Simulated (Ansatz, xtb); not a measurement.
**Ligand exchange: HBr + I2 → IBr + HI**

Species: HBr (hydrogen bromide), singlet; I2 (iodine), singlet; IBr (iodine monobromide), singlet; HI (hydrogen iodide), singlet. The partners trade H for I: Br–H and I–I bonds give way to Br–I and I–H.

Shapes, held fixed at every level: PBE0-D4/def2-TZVP. Programs: Ansatz 0.2.0, xtb 6.7.1. The zero-point and thermal change to 298 K, harmonic and unscaled (PBE0-D4/def2-TZVP), is -1.8 kJ/mol.

Question: Estimate the reaction enthalpy at 298 K.

Answer: From tabulated heats of formation (Active Thermochemical Tables), ΔH(298 K) = +40.7 kJ/mol. Nearest: PBE0-D4/def2-TZVPP (-0.3); farthest: GFN1-xTB (-40.6). 7 of 8 levels lie within 10 kJ/mol. For atoms past krypton def2 sets carry core potentials with scalar relativity. Relativity is left out for Br unless named. Correlated rows may include outer-core shells of Br, I, which these sets cover unevenly. Times are processor times on shared x86 and Arm servers, and rough.

```tsv
level	kind	ΔH (kJ/mol)	computed − measured	CPU time (all species)
GFN1-xTB	semi-empirical	+0.1	-40.6	0.15 s
r2SCAN-D4/def2-TZVPP	meta-GGA	+39.9	-0.8	13 s
B3LYP-D4/def2-TZVPP	global hybrid	+38.7	-2.0	7.3 s
PBE0-D4/def2-TZVPP	global hybrid	+40.4	-0.3	5.9 s
MP2/def2-SVP	perturbation theory	+43.3	+2.6	–
MP2/def2-TZVPP	perturbation theory	+42.6	+1.9	–
CCSD(T)/def2-SVP	coupled cluster or CI	+39.6	-1.1	5.1 s
CCSD(T)/def2-TZVPP	coupled cluster or CI	+37.7	-3.0	18 s
```
